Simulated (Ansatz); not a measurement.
Two members of one family (Rs-CsCl), computed with Ansatz in the gas phase; def2 core potentials for Cs, no spin–orbit coupling. Binding counts from free atoms in the multiplicity of their measured ground term, without zero-point energy. The structures are stationary points that may keep the symmetry of their start.

First: 2x2x4 CsCl rock-salt block, 2x2x4 (singlet, charge 0, PBE-D4/def2-SVP geometry).

```csv
atom,x (Å),y (Å),z (Å)
Cs1,3.559,3.810,-1.985
Cl2,1.232,2.641,0.097
Cs3,-1.133,1.580,2.288
Cl4,-3.472,0.235,4.278
Cl5,5.132,0.929,-1.790
Cs6,2.955,-0.306,0.441
Cl7,0.496,-1.432,2.491
Cs8,-1.816,-2.590,4.595
Cl9,1.883,2.544,-4.516
Cs10,-0.609,1.466,-2.548
Cl11,-2.884,0.249,-0.344
Cs12,-5.226,-0.895,1.735
Cs13,3.483,-0.325,-4.346
Cl14,1.157,-1.459,-2.244
Cs15,-1.212,-2.742,-0.180
Cl16,-3.544,-3.707,2.028
```

| level | HOMO (eV) | LUMO (eV) | gap (eV) | binding per atom (eV) |
| --- | --- | --- | --- | --- |
| PBE-D4/def2-SVP | -5.25 | -1.03 | 4.22 | 2.99 |
| r2SCAN-D4/def2-SVP | -5.51 | -0.49 | 5.02 | 3.04 |
| PBE0-D4/def2-SVP | -6.54 | -0.55 | 5.99 | 2.99 |

Second: 1x4x4 CsCl rock-salt block, 1x4x4 (singlet, charge 0, PBE-D4/def2-SVP geometry).

| atom | x (Å) | y (Å) | z (Å) |
| --- | --- | --- | --- |
| Cs1 | 4.890 | 0.467 | 4.774 |
| Cl2 | 2.858 | 2.589 | 3.529 |
| Cs3 | 1.593 | 4.849 | 1.351 |
| Cl4 | -0.503 | 6.784 | -0.121 |
| Cl5 | 3.212 | -1.970 | 3.584 |
| Cs6 | 0.793 | 0.121 | 2.345 |
| Cl7 | -0.122 | 2.313 | -0.077 |
| Cs8 | -2.234 | 4.495 | -1.562 |
| Cs9 | 2.239 | -4.494 | 1.552 |
| Cl10 | 0.106 | -2.316 | 0.094 |
| Cs11 | -0.798 | -0.124 | -2.333 |
| Cl12 | -3.198 | 1.971 | -3.599 |
| Cl13 | 0.515 | -6.782 | 0.104 |
| Cs14 | -1.608 | -4.849 | -1.335 |
| Cl15 | -2.864 | -2.590 | -3.519 |
| Cs16 | -4.880 | -0.466 | -4.786 |

Question: What does the change do? Estimate second minus first.

Answer: 
```
             level  Δ HOMO (eV)  Δ LUMO (eV)  Δ gap (eV)  Δ binding per atom (eV)
   PBE-D4/def2-SVP         0.75        -0.32       -1.06                    -0.11
r2SCAN-D4/def2-SVP         0.77        -0.28       -1.05                    -0.11
  PBE0-D4/def2-SVP         0.77        -0.33       -1.10                    -0.11
```
